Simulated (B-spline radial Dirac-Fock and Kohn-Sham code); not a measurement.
Kohn-Sham estimates against Dirac-Fock for the levels of Cu³⁺

System: Cu³⁺ in the configuration [Ar] 3d8.

The density-functional columns are spherical, spin-unpolarised Dirac-Kohn-Sham results without Breit or QED terms: −ε is minus the orbital energy of the initial state and ΔSCF the difference of two total energies. The reference in the last column comes from relaxed Dirac-Fock hole states (ΔSCF) with Breit and QED corrections and a finite nucleus. All numbers are from an atomic code on a B-spline grid, in eV; a selection of levels is shown. For the 1s level of heavy atoms much of the gap between ΔSCF and the reference is the Breit and QED part, -16.2 eV here; for other levels the error of the functional can be larger.

```
level  PBE −ε  PBE ΔSCF  LDA −ε  LDA ΔSCF  Dirac-Fock
    K  8895.5    9073.6  8877.8    9055.3      9039.6
   L1  1109.4    1138.6  1107.4    1136.8      1161.1
   L2   977.6    1013.1   977.1    1012.6      1013.5
   L3   957.1     991.9   956.6     991.5       993.5
   M1   160.7     172.6   160.1     172.1       183.0
   M2   119.6     131.3   119.5     131.3       135.7
   M3   116.9     128.6   116.8     128.5       133.0
 M4,5   48.91     59.71   49.26     60.05       57.09
```

Question: Order the estimates of the K (1s) level by their distance from the Dirac-Fock value, nearest first.
A. PBE ΔSCF
B. PBE −ε
C. LDA −ε
D. LDA ΔSCF

Answer: D (15.7 eV), A (34.0 eV), B (144.1 eV), C (161.9 eV).

Values without a named source are computed, but for edge energies of neutral atoms, which are taken from tables.
